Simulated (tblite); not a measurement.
Species: C5H10Cl3NSi.
Z-matrix (Å and degrees, GFN2-xTB geometry), rows numbered from 1:
```
C 
C   1  1.4879
C   2  1.3295  1  125.85
Si  3  1.8824  2  126.46  1     1.85
N   4  1.7138  3  119.13  2    75.83
C   5  1.4454  4  124.04  3   -64.38
C   4  1.9402  3  103.70  2  -170.99
Cl  7  1.7748  4  111.08  3   -60.07
Cl  7  1.7685  4  111.16  3   179.37
Cl  7  1.7706  4  109.48  3    59.55
H   1  1.0895  2  109.93  3   125.28
H   1  1.0851  2  111.30  3     4.14
H   1  1.0902  2  109.91  3  -116.78
H   2  1.0845  1  114.34  3  -179.95
H   3  1.0843  2  117.12  1  -179.71
H   4  1.4644  3  115.33  2   -56.26
H   5  1.0100  4  118.71  3    87.53
H   6  1.0941  5  112.38  4    82.19
H   6  1.0868  5  108.93  4   -37.76
H   6  1.0898  5  109.95  4  -156.57
```

Method: GFN2-xTB as coded in tblite; computed harmonic values from a numerical Hessian at the method's own geometry, unscaled. Errors from tens to a few hundred cm⁻¹ against measured bands are possible. Modes of hydrogen on silicon can be 10 to 20 % off. One conformer, not necessarily the lowest.

Harmonic wavenumbers (cm⁻¹): 27.3, 38.9, 59.4, 72.6, 84.0, 111.1, 138.2, 157.2, 161.4, 167.6, 199.5, 233.0, 248.8, 251.6, 338.6, 359.0, 414.3, 452.5, 512.6, 632.1, 660.3, 669.8, 699.6, 711.5, 722.6, 838.3, 852.0, 939.8, 981.0, 1033.1, 1065.6, 1073.1, 1107.3, 1163.8, 1239.9, 1335.2, 1348.4, 1398.5, 1420.2, 1470.2, 1474.4, 1490.5, 1497.2, 1677.7, 2260.4, 2932.1, 2997.4, 2999.5, 3015.2, 3019.8, 3034.2, 3038.9, 3069.6, 3429.3.

A = 966.0, B = 507.7, C = 423.9 MHz; mass 216.965 u (most abundant isotopes); point group C1, symmetry number 1.

**Question.** What is the zero-point energy?

**Answer.** ½Σν̃ = 30663 cm⁻¹ = 366.81 kJ/mol.

**Question.** Give the ideal-gas entropy at 350 K and 1 bar in the rigid-rotor, harmonic-oscillator model (classical rotation).

**Answer.** Translation 179.28, rotation 134.69, vibration 250.45: S = 564.4 J/(mol K).

**Question.** And Cp and H(350 K) − H(0)?

**Answer.** Cp = 235.33 J/(mol K), of which vibrations give 202.07 (their classical limit is 54 R = 449.0); H(350 K) − H(0) = 53.21 kJ/mol without the zero-point energy, 41.57 from vibrations.

**Question.** Blend soft modes into free rotors: weight 1/[1 + (100 cm⁻¹/ν̃)⁴] for the oscillator and the rest for a rotor with moment μB/(μ + B), μ = h/(8π²ν), B = 10⁻⁴⁴ kg m². What vibrational entropy results?

**Answer.** 222.44 J/(mol K) in place of 250.45, which changes −T·S at 350 K by +9.80 kJ/mol.

**Question.** Which modes carry the vibrational entropy at 350 K?

**Answer.** 27.3 cm⁻¹: 26.50; 38.9 cm⁻¹: 23.56; 59.4 cm⁻¹: 20.06; 72.6 cm⁻¹: 18.40; 84.0 cm⁻¹: 17.20; 111.1 cm⁻¹: 14.90 J/(mol K); the other 48 give 129.82 together.

**Question.** How do the functions run with temperature in this model?

**Answer.** 
```csv
T (K),S (J/(mol K)),Cp (J/(mol K)),H − H(0) (kJ/mol),G − H(0) (kJ/mol),ln q(vib)
100,351.4,120.1,7.77,-27.37,4.16
200,451.6,172.0,22.52,-67.79,9.24
300,529.7,215.5,41.94,-116.97,13.75
500,657.2,285.3,92.44,-236.14,21.61
800,806.9,350.8,188.76,-456.74,31.60
1000,888.4,379.4,261.93,-626.46,37.38
```

q(vib) and H(0) count from the zero-point level.

**Question.** What must be added to the electronic energy to get the Gibbs energy at 350 K and 1 bar?

**Answer.** ZPE + [H(350 K) − H(0)] − T·S = 366.81 + 53.21 − 197.55 = 222.47 kJ/mol.

Hindered rotation and anharmonicity are outside this model. Other conformers, if any are populated, would add a mixing term that is left out. The structure is chiral; the term R ln 2 for an equal mix with its mirror image is left out.
